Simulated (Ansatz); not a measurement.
Consider the isomerisation: `C=C(F)/C(F)=C/F` → `F/C=C\C=C(F)F`.

Computed with Ansatz on PBE0-D4/def2-TZVP structures; ΔE is electronic, products minus reactants. CBS: MP2 limit from def2 TZ/QZ plus the TZ coupled-cluster correction, frozen cores. Double bonds are as drawn, so ΔE can hold a change between cis and trans. Functionals use def2-TZVPP. Each species was taken in one conformer, which may not be the lowest.

Problem. Is it downhill or uphill in electronic energy at CCSD(T)/CBS, and by how much? (Estimate.)

Solution. Computed: Downhill: ΔE = -30.4 kJ/mol.

Problem. What do these levels give: revPBE, r2SCAN, BHLYP, SCS-MP2/def2-TZVPP, CCSD(T)/def2-TZVPP, HF/CBS(def2)? (An estimate is asked.)

Solution. Ansatz gave: revPBE -35.8, r2SCAN -34.1, BHLYP -31.3, SCS-MP2/def2-TZVPP -33.7, CCSD(T)/def2-TZVPP -31.8, HF/CBS(def2) -31.0 kJ/mol.

Largest T1 diagnostic among the species: 0.013.

Leaving LDA and LC-ωPBE aside and taking each functional with its dispersion term where it has one, the values, not all of them listed here, spread over 6.2 kJ/mol, from PBE-QIDH to BLYP-D4. At CCSD(T), def2-SVP lies −7.4 kJ/mol from the extrapolated value and def2-TZVPP −1.4 kJ/mol.
